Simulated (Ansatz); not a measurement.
`Sc1cc2sc(-c3cc4sc(-c5cc6sc(-c7cc8sc(S)cc8s7)cc6s5)cc4s3)cc2s1`. Total charge 0; singlet. Geometry PBE-D4/def2-SVP.

| atom | x (Å) | y (Å) | z (Å) |
| --- | --- | --- | --- |
| S1 | 10.6347 | 7.6893 | -1.2268 |
| C2 | 9.1772 | 6.7052 | -1.1339 |
| C3 | 9.0532 | 5.3807 | -1.5336 |
| C4 | 7.7760 | 4.8576 | -1.1987 |
| S5 | 6.9778 | 3.3270 | -1.4230 |
| C6 | 5.4944 | 3.9424 | -0.6833 |
| C7 | 4.3383 | 3.0887 | -0.5481 |
| C8 | 3.2353 | 3.2716 | 0.2889 |
| C9 | 2.2882 | 2.2318 | 0.1385 |
| S10 | 0.7488 | 1.8575 | 0.8614 |
| C11 | 0.6074 | 0.3777 | -0.1009 |
| C12 | -0.5563 | -0.4567 | 0.0470 |
| C13 | -1.6611 | -0.2634 | 0.8808 |
| C14 | -2.6076 | -1.3052 | 0.7470 |
| S15 | -4.1492 | -1.6665 | 1.4706 |
| C16 | -4.3011 | -3.1467 | 0.5121 |
| C17 | -5.4708 | -3.9752 | 0.6633 |
| C18 | -6.6210 | -3.7214 | 1.4121 |
| C19 | -7.5622 | -4.7755 | 1.3032 |
| S20 | -9.1475 | -5.0887 | 1.9515 |
| C21 | -9.2057 | -6.6629 | 1.1510 |
| S22 | -10.6510 | -7.6664 | 1.2275 |
| C23 | -8.0676 | -6.9157 | 0.3951 |
| C24 | -7.1416 | -5.8429 | 0.4813 |
| S25 | -5.5549 | -5.5347 | -0.1672 |
| C26 | -3.1969 | -3.3422 | -0.3209 |
| C27 | -2.2465 | -2.3033 | -0.1838 |
| S28 | -0.7032 | -1.9420 | -0.9054 |
| C29 | 1.7115 | 0.1946 | -0.9375 |
| C30 | 2.6532 | 1.2413 | -0.7994 |
| S31 | 4.1888 | 1.6220 | -1.5261 |
| C32 | 5.6272 | 5.2694 | -0.2723 |
| C33 | 6.9199 | 5.7775 | -0.5556 |
| S34 | 7.7241 | 7.3049 | -0.3257 |
| H35 | 10.1711 | 8.6144 | -2.1217 |
| H36 | 9.8566 | 4.8408 | -2.0503 |
| H37 | 3.1491 | 4.1120 | 0.9886 |
| H38 | -1.7607 | 0.6013 | 1.5500 |
| H39 | -6.7646 | -2.8021 | 1.9950 |
| H40 | -10.5536 | -8.0239 | 2.5446 |
| H41 | -7.9295 | -7.8435 | -0.1740 |
| H42 | -3.1047 | -4.2008 | -0.9989 |
| H43 | 1.8139 | -0.6651 | -1.6128 |
| H44 | 4.8106 | 5.8373 | 0.1906 |

Single mean-field runs in def2-SVP are fitted with def2-universal-jkfit. The restricted singlet is unstable towards broken spin symmetry in Hartree–Fock (as tested in another run); at HF/6-31G this wasn't settled.

(1) Estimate the orbital energies around the gap (eV) in Ansatz with HF/6-31G, LDA (SPW92)/def2-SVP, PBE-D4/def2-SVP, r2SCAN-D4/def2-SVP, r2SCANh-D4/def2-SVP.

Results:

(1) 
```tsv
orbital	HF/6-31G	LDA (SPW92)/def2-SVP	PBE-D4/def2-SVP	r2SCAN-D4/def2-SVP	r2SCANh-D4/def2-SVP
HOMO−5	-9.31	-5.99	-5.86	-6.18	-6.57
HOMO−4	-9.22	-5.91	-5.78	-6.09	-6.48
HOMO−3	-9.18	-5.88	-5.75	-6.06	-6.45
HOMO−2	-8.81	-5.81	-5.68	-5.99	-6.36
HOMO−1	-7.75	-5.31	-5.16	-5.40	-5.72
HOMO	-6.76	-4.74	-4.57	-4.77	-5.05
LUMO	0.24	-3.12	-2.96	-3.05	-2.86
LUMO+1	1.15	-2.57	-2.41	-2.45	-2.22
LUMO+2	2.15	-1.99	-1.83	-1.83	-1.55
LUMO+3	3.13	-1.45	-1.29	-1.24	-0.92
LUMO+4	3.71	-1.28	-1.10	-1.02	-0.66
LUMO+5	3.83	-1.16	-0.99	-0.92	-0.57
```
